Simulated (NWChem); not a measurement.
# TiF3, doublet; SMILES [F][Ti]([F])[F]

```xyz
4

Ti     0.0000     0.0000     0.0000
F     -1.6871     0.5049     0.0000
F      1.2808     1.2086     0.0000
F      0.4063    -1.7135     0.0000
```
Atoms are numbered in this order, from 1.

Computed with NWChem. Pople sets run with spherical d functions. Spin-unrestricted. In the optimisation the excess spin sits in a' (C3h, its own frame). Structure relaxed at the PBE-D3(BJ)/def2-SVP, spin-unrestricted level. The spin multiplicity was typed, not searched, and may not be the lowest. No stability test was run on the SCF state. B3LYP is NWChem's, with the RPA form of VWN correlation. Vertical excitations in the gas phase; the lowest state need not have the same character in each row. Excited states of an open shell can be spin-contaminated.

```tsv
level	lowest excitation (eV)	oscillator strength of that lowest state	lowest empty minus highest occupied level, either spin (eV)
PBE/6-31G*, TDA	1.11	0.000	1.39
B3LYP/6-31G*, TDA	0.97	0.000	3.90
BHandHLYP/6-31G*, TDA	0.76	0.000	7.66
```
